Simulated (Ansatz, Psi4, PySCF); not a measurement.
Species: C₂H₃F₂ (charge 0, doublet). SMILES: C[C](F)F
Structure (B3LYP-D3(BJ)/def2-TZVP (Ansatz, a program for electronic structure) minimum search):
```xyz
7

C     -1.3819    -0.1393    -0.0395
C      0.0723     0.0128    -0.2998
F      0.8379    -1.0163     0.0887
F      0.6175     1.1598     0.1282
H     -1.5758    -0.1785     1.0400
H     -1.7431    -1.0601    -0.4942
H     -1.9220     0.7061    -0.4621
```
Charge 0, spin multiplicity 2.

Property: atomisation energy, in kcal/mol. Conventions: 6-31G* and kin with 6d, 5d where marked; no spin-orbit coupling; LANL2DZ all-electron up to Ne; open shells spin-unrestricted; non-relativistic; no dispersion term unless named; atomisation electronic, to ground-state atoms; valence correlation only; 6-311+G** with 5d. Basis-set limits of correlation are two-point, X^-3; Hartree-Fock from the larger set (for Q and 5 zeta extrapolated as (X+1)exp(-9√X)). First-principles rows: single points at B3LYP-D3(BJ) geometries (Ansatz).

Coupled cluster (Ansatz) is a level with limits of its own, used here on species with T1 under 0.025 (0.045 for open shells) and stable references: CCSD(T)/CBS(cc-pVQZ,cc-pV5Z).

Value to compare with, CCSD(T)/CBS(cc-pVQZ,cc-pV5Z) (Ansatz): 629.6 kcal/mol.

```json
[
 {"level": "HF/6-311+G**", "program": "Ansatz", "atomisation energy (kcal/mol)": "450.0", "difference": "-179.6"},
 {"level": "SVWN5/6-31G*", "program": "Ansatz", "atomisation energy (kcal/mol)": "753.7", "difference": "124.1"},
 {"level": "PBE/STO-3G", "program": "Ansatz", "atomisation energy (kcal/mol)": "752.1", "difference": "122.5"},
 {"level": "PBE/3-21G", "program": "Ansatz", "atomisation energy (kcal/mol)": "650.5", "difference": "20.9"},
 {"level": "BP86/6-31G* (5d)", "program": "PySCF", "atomisation energy (kcal/mol)": "662.9", "difference": "33.3"},
 {"level": "B3LYP/3-21G", "program": "Ansatz", "atomisation energy (kcal/mol)": "617.7", "difference": "-11.9"},
 {"level": "B3LYP/LANL2DZ", "program": "Ansatz", "atomisation energy (kcal/mol)": "587.4", "difference": "-42.2"},
 {"level": "B3LYP/6-31G*", "program": "Ansatz", "atomisation energy (kcal/mol)": "634.2", "difference": "4.6"},
 {"level": "B3LYP/6-31G**", "program": "Ansatz", "atomisation energy (kcal/mol)": "636.9", "difference": "7.3"},
 {"level": "B3LYP/def2-SVP", "program": "Ansatz", "atomisation energy (kcal/mol)": "638.8", "difference": "9.2"},
 {"level": "B3LYP/cc-pVDZ", "program": "Ansatz", "atomisation energy (kcal/mol)": "622.0", "difference": "-7.6"},
 {"level": "B3LYP/6-311+G**", "program": "Ansatz", "atomisation energy (kcal/mol)": "622.3", "difference": "-7.3"},
 {"level": "M06-2X/6-31G* (5d)", "program": "PySCF", "atomisation energy (kcal/mol)": "636.1", "difference": "6.5"},
 {"level": "wB97X-D/6-31G*", "program": "Psi4", "atomisation energy (kcal/mol)": "635.6", "difference": "6.0"},
 {"level": "wB97X-V/def2-TZVPD", "program": "Ansatz", "atomisation energy (kcal/mol)": "633.4", "difference": "3.8"}
]
```

Among the 14 habitual levels, HF/6-311+G** lies farthest from CCSD(T)/CBS(cc-pVQZ,cc-pV5Z) (Ansatz) (-179.6 kcal/mol) and B3LYP/6-31G* nearest (4.6); 9 of 14 lie above it, and their mean absolute difference is 41.6 kcal/mol, the median 10.6. One case shows no general order.

The levels are drawn from those run, B3LYP/6-31G* more often than the rest, none by its result; left out are runs that failed, that the program found above a lower state of the same kind, or whose <S^2> lies over 0.5 above the pure value.
